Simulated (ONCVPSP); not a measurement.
**What one change does to a pseudopotential (iodine (I), ONCV)**

iodine (I), optimised norm-conserving Vanderbilt (ONCV), made with ONCVPSP 4.0.1 (PBEsol, scalar-relativistic). Core [Kr] 4d10, reference 5s2 5p4 (charge +1). Waves: 5s: rc 1.70 bohr, ncon 4, nbas 9, qcut 3.4 1/bohr, 3 projectors, debl 1.2 Ha; 5p: rc 1.85 bohr, ncon 3, nbas 8, qcut 3.8 1/bohr, 2 projectors, debl 3.8 Ha. Local part: polynomial inside 1.45 bohr (lpopt 5, dvloc0 4 Ha). Core correction: Teter function, fcfact 4.5, rcfact 1.65.

Change: p: rc 2.62.

Cutoffs: the cutoffs (Ha) at which the residual kinetic energy of the hardest occupied pseudo-wave falls to 1 and 0.1 mHa per electron; they do not see the model core or the augmentation charge, which bear on the density cutoff. Errors are all-electron minus pseudo energies relative to the spin-unpolarised reference configuration.

Q: Predict the effect on cutoff, ghosts and configuration errors.

A: The potential gets neither clearly harder nor softer (29 Ha and 76 Ha → 29 Ha and 76 Ha); both files keep a bound ghost (s); of the 4 tests that both files solve, the error grows in 2 and shrinks in 1 by more than 15 % and 0.3 meV (median size 46.0 → 45.9 meV).

| quantity | base | changed |
| --- | --- | --- |
| cutoff, loose | 29 Ha | 29 Ha |
| cutoff, tight | 76 Ha | 76 Ha |
| loose cutoff by channel | s 29 Ha, p 8.8 Ha | s 29 Ha, p 3.0 Ha |
| bound ghosts | s | s |
| GHOST(+) flags under 300 eV | s at 100.0 eV, p at 160.6 eV | s at 100.0 eV, p at 132.4 eV |
| error for 5s2 5p5, meV [ΔE -11.15 eV] | -24 | -25 |
| error for 5s2 5p3, meV [ΔE 19.88 eV] | -55 | -65 |
| error for 5s2 5p2, meV [ΔE 49.27 eV] | -278 | -337 |
| error for 5s1 5p6, meV [ΔE -0.71 eV] | -37 | -27 |
| s: phases at 1.73 bohr within 0.05 rad from the reference energy up to (Ha; the scan ends near 5) | 3.6 | 3.6 |
| rms error of d²Exc/dni dnj with the model core, mHa | 4.76 | 4.86 |

 A true bound ghost makes a file unfit for plane-wave use even where its test errors are small: the radial tests pick states by their node count and pass the ghost by.
